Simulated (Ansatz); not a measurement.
Relaxing a trial structure of C3H7NOSi2

The starting geometry of this gas-phase singlet was optimised with GFN2-xTB; its bonds are those of `[SiH3]c1cnc([SiH3])o1`.

```xyz
14

C     1.2557    0.3036   -0.9487
C     1.3276    1.2975   -0.0081
C    -0.7048    1.1423   -0.5826
N     0.0906    1.8078    0.2049
O    -0.0513    0.2145   -1.3082
Si    2.4906   -0.8446   -1.7556
Si   -2.5572    1.3680   -0.7672
H     2.4668   -0.6245   -3.2026
H     2.1192   -2.2285   -1.4549
H     3.7988   -0.5150   -1.1931
H     2.1868    1.6642    0.5152
H    -3.1890    1.1465    0.5326
H    -2.8201    2.7234   -1.2490
H    -2.9947    0.3698   -1.7438
```

Task: Predict what it relaxes into with PBE-D3(BJ)/def2-SVP.

Result: It keeps its bonds, and is `[SiH3]c1cnc([SiH3])o1`.

The energy falls by 0.16 eV over 7 steps:

| step | E − E(last) (eV) |
| --- | --- |
| 1 | 0.160 |
| 2 | 0.017 |
| 3 | 0.001 |
| 4 | 0.000 |
| 5 | 0.000 |
| 6 | 0.000 |
| 7 | 0.000 |

Final geometry (Å):

```yaml
atoms:
  - { symbol: C, position_ang: [1.2597, 0.2897, -0.9613] }
  - { symbol: C, position_ang: [1.3383, 1.2930, -0.0125] }
  - { symbol: C, position_ang: [-0.7227, 1.1538, -0.5742] }
  - { symbol: N, position_ang: [0.0854, 1.8229, 0.2170] }
  - { symbol: O, position_ang: [-0.0690, 0.2016, -1.3216] }
  - { symbol: Si, position_ang: [2.5160, -0.8520, -1.7573] }
  - { symbol: Si, position_ang: [-2.5896, 1.3823, -0.7597] }
  - { symbol: H, position_ang: [2.5494, -0.6504, -3.2462] }
  - { symbol: H, position_ang: [2.1856, -2.2896, -1.4698] }
  - { symbol: H, position_ang: [3.8499, -0.5041, -1.1626] }
  - { symbol: H, position_ang: [2.2303, 1.6571, 0.5129] }
  - { symbol: H, position_ang: [-3.2491, 1.1715, 0.5718] }
  - { symbol: H, position_ang: [-2.8745, 2.7738, -1.2452] }
  - { symbol: H, position_ang: [-3.0909, 0.3756, -1.7526] }
```

No frequencies were run, so the end isn't proven a minimum. Run with Ansatz 0.2.0, 17 s on 2 threads of Arm Neoverse V1, with other jobs on the host.
